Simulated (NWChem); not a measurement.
Correlation energy of MgO

```xyz
2

Mg     0.0000     0.0000     0.6990
O      0.0000     0.0000    -1.0486
```
Charge 0, spin multiplicity 1.

All runs are NWChem calculations. All single points use one geometry, from PBE0/def2-SVP, a minimum by its harmonic frequencies.

Basis set: def2-TZVP. Each correlation energy counts from its own Hartree-Fock reference.

The correlated methods keep 6 core orbitals frozen. The structure started from a generated list of species. No row is a measurement; the coupled-cluster row has its own basis-set and correlation limits.

Q: Order these methods by the correlation energy they give, lowest first: MP2, SCS-MP2, CCSD, CCSD+T(CCSD), CCSD(T).

A: CCSD+T(CCSD) (-332.4 mHa), CCSD(T) (-326.2 mHa), MP2 (-324.2 mHa), SCS-MP2 (-315.5 mHa), CCSD (-303.6 mHa)
